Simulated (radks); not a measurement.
Rh+, configuration [Kr] 4d8.

All-electron calculation, Dirac Kohn-Sham, PBEsol, spin-unpolarised, spherical densities, point nucleus; open shells fill j = l - 1/2 first. Program: a radial shooting solver on a logarithmic mesh with Libxc functionals.

Energy parts (eV):
part                       energy
total                 -130135.027
kinetic                135662.672
electron-nucleus      -314798.186
Hartree                 52707.259
exchange-correlation    -3706.772

Orbitals (lengths in bohr, moments of r in powers of bohr; r(90%) holds 90 % of the orbital's charge):
orbital,occ.,eigenvalue (eV),<r>,<1/r>,<r^4>,r(90%)
1s1/2,2,-23020.52,0.03264,47.04,5.373e-06,0.0585
2s1/2,2,-3343.201,0.1416,10.78,0.0009692,0.219
2p1/2,2,-3096.428,0.1203,10.77,0.0006358,0.197
2p3/2,4,-2951.938,0.1252,10.17,0.0007241,0.204
3s1/2,2,-603.3564,0.3907,3.741,0.04709,0.576
3p1/2,2,-506.7816,0.3833,3.645,0.04738,0.579
3p3/2,4,-481.9216,0.3940,3.501,0.05265,0.594
3d3/2,4,-310.7863,0.3685,3.329,0.05009,0.586
3d5/2,6,-305.8820,0.3720,3.292,0.05181,0.591
4s1/2,2,-90.0070,0.9810,1.408,1.806,1.43
4p1/2,2,-60.7022,1.062,1.284,2.668,1.57
4p3/2,4,-56.7982,1.093,1.239,3.010,1.62
4d3/2,4,-13.7954,1.533,0.8860,17.33,2.48
4d5/2,4,-13.3931,1.555,0.8733,18.47,2.51

The highest occupied level is 4d5/2 at -13.393 eV. For comparison, the ionisation energy in NIST's Atomic Spectra Database is 18.080 eV (semi-empirical). In exact Kohn-Sham theory the highest level is minus the ionisation energy, but local and semilocal functionals leave it too shallow, through self-interaction and a potential that decays too fast; potentials with the right tail come closer. The density falls to 0.001 e/bohr^3 at r = 3.74 bohr.

Beside tabulated values, note that spin-unpolarised runs miss the spin-polarisation part of the exchange energy of open shells.
